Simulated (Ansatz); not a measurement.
One change: `[NH]=[W](=[NH])([F])[Cl]` becomes `[NH]=[W](=[NH])([Cl])[Cl]`.

Ansatz, PBE0-D4/def2-TZVP geometries, multiplicity 1. Each molecule was computed in one conformer, which needn't be the lowest.

Elements past krypton have def2 core potentials.

| property | `[NH]=[W](=[NH])([F])[Cl]` |
| --- | --- |
| HOMO energy (B3LYP/def2-TZVPP) / eV | -7.99 |
| HOMO energy (ωB97M-V/def2-TZVPP) / eV | -10.43 |
| HOMO–LUMO gap (PBE0/def2-TZVPP) / eV | 6.27 |
| size of the dipole moment (B3LYP/def2-TZVPP) / D | 2.46 |
| LUMO energy (PBE/def2-TZVPP) / eV | -2.74 |
| HOMO energy (PBE/def2-TZVPP) / eV | -6.89 |

(1) Give the same properties after the change, and the shifts. (An estimate is asked.)

## Answers

(1) Computed: 
```
                                        property  `[NH]=[W](=[NH])([Cl])[Cl]`  shift
             HOMO energy (B3LYP/def2-TZVPP) / eV                        -7.98   0.01
           HOMO energy (ωB97M-V/def2-TZVPP) / eV                       -10.43   0.00
            HOMO–LUMO gap (PBE0/def2-TZVPP) / eV                         5.87  -0.40
size of the dipole moment (B3LYP/def2-TZVPP) / D                         2.56   0.10
               LUMO energy (PBE/def2-TZVPP) / eV                        -3.09  -0.35
               HOMO energy (PBE/def2-TZVPP) / eV                        -6.89   0.00
```

Dipoles are sizes alone; their direction can turn.

B3LYP here is the variant with VWN-RPA as its local correlation; programs differ in this.
